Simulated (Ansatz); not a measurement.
Computed with Ansatz on PBE0-D4/def2-TZVP structures; ΔE is electronic, products minus reactants. CCSD(T)/CBS is the MP2 limit (def2-TZVPP, def2-QZVPP) plus CCSD(T) − MP2 in def2-TZVPP, frozen cores. DFT in def2-TZVPP. For Ga, Ge outer-core shells are correlated without core-valence functions, which leaves a few kJ/mol of doubt a bond. Scalar relativity is left out up to krypton. Each species was taken in one conformer, which may not be the lowest.

Reaction (formal exchange of groups at the Si–O bond): `[OH][Ga]([Cl])[O][SiH3]` + `[CH3][GeH2][F]` → `[CH3][GeH]([F])[SiH3]` + `[OH][Ga]([OH])[Cl]`

(1) Is it downhill or uphill in electronic energy at CCSD(T)/CBS, and by how much? (Best estimate.)

(2) What do these levels give: ωB97X-V, r2SCAN, SCS-MP2/def2-TZVPP, HF/def2-QZVPP, SCS-MP2/def2-QZVPP, CCSD/CBS(def2)? (An estimate is asked.)

Largest T1 diagnostic among the species: 0.013.

Answers

(1) Ansatz gave: Uphill: ΔE = +20.5 kcal/mol.

(2) The calculation gave: ωB97X-V 20.3, r2SCAN 19.0, SCS-MP2/def2-TZVPP 23.5, HF/def2-QZVPP 28.0, SCS-MP2/def2-QZVPP 23.4, CCSD/CBS(def2) 21.3 kcal/mol.

From PBE to PBE0 (25 % exact exchange), in def2-TZVPP and without D4, ΔE moves by +2.5 kcal/mol. In def2-TZVPP, CCSD(T) changes the Hartree–Fock value by −6.4 kcal/mol (the triples alone add −0.8 kcal/mol) and MP2 by −5.2 kcal/mol.
